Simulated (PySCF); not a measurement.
## A search over the determinants of LiZn

Unrestricted PBE0; PySCF, no relativity, basis sets Li aug-pcseg-1, Zn aug-pcseg-1. Outer shells of the fragments: Li 2s1; Zn 3d10 4s2.

Followed along the bond (rough minima from three points):

```csv
2Ms+1,unpaired,⟨S²⟩ at the start,R at minimum (Å),Te (eV)
2,σ ↑,0.76,2.94,0.00
2,π ↑,0.75,2.40,0.84
4,"σ ↑↑, π ↑",3.75,2.82,3.46
```

Solutions found at the starting distance of 2.475 Å, counted from the lowest of them; the search is not exhaustive and high or unbound solutions are not listed, so other states can lie among these:

```tsv
2Ms+1	unpaired	term	E (eV)	⟨S²⟩	⟨Lz²⟩	μ (D)
2	σ ↑	²Σ⁺	0.00	0.76	0.00	-0.63
2	π ↑	²Π	0.72	0.75	1.00	-2.78
4	σ ↑↑, π ↑	⁴Π	3.43	3.75	1.00	-3.15
4	σ ↑, π ↑↑	⁴Σ⁻	4.13	3.75	0.00	-3.12
2	σ ↑↑, π ↓	mixed	4.26	1.75	1.00	-3.08
4	σ ↑↑↑	⁴Σ⁺	4.36	3.75	0.00	5.00
```

A term symbol is given only where ⟨S²⟩ and ⟨Lz²⟩ are close to those of a pure state; real π, δ and φ orbitals otherwise mix terms. A positive dipole means Li(−)Zn(+).

Question: Compare the gap between the two lowest followed solutions at the starting distance with the gap between their minima.

Answer: At PBE0 the second solution (doublet, unpaired electrons π ↑) lies +0.72 eV from the first (doublet, unpaired electrons σ ↑) at 2.475 Å and +0.84 eV at the minima; the two curves relax by different amounts, since their minima lie near 2.40 and 2.94 Å.

Counting both spins, an empty level lies below a filled one in some of these solutions, because spin and occupation are held.
